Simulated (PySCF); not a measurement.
MgO, SMILES [O]=[Mg].

Coordinates come from a r2SCAN-D4/def2-TZVPD optimisation.

Two levels are set side by side: TDA-PBE/def2-TZVPD (PySCF) and TDA-M06-2X/def2-TZVPD (PySCF). Vertical, same geometry. The lowest singlet is HOMO−1→LUMO 100 % with PBE and HOMO−1→LUMO 95 % with the other functional; states are paired by order. Differences are taken from unrounded values.

```csv
quantity,TDA-M06-2X
lowest singlet excitation (eV),0.62
lowest triplet excitation (TDA) (eV),0.13
first bright state (f over 0.05) (eV),3.45
its oscillator strength,0.17
```

Task: What does TDA-PBE give, and how far is it from TDA-M06-2X? (Estimate from the structure and the level; the computed values follow.)

Result: 
```tsv
quantity	TDA-PBE	TDA-PBE minus TDA-M06-2X
lowest singlet excitation (eV)	0.73	0.11
lowest triplet excitation (TDA) (eV)	0.18	0.05
first bright state (f over 0.05) (eV)	3.14	-0.31
its oscillator strength	0.08	-0.10
```

Rough cost on one machine, each run with all the roots and properties that it gave: TDA-M06-2X against TDA-PBE about 5 times.
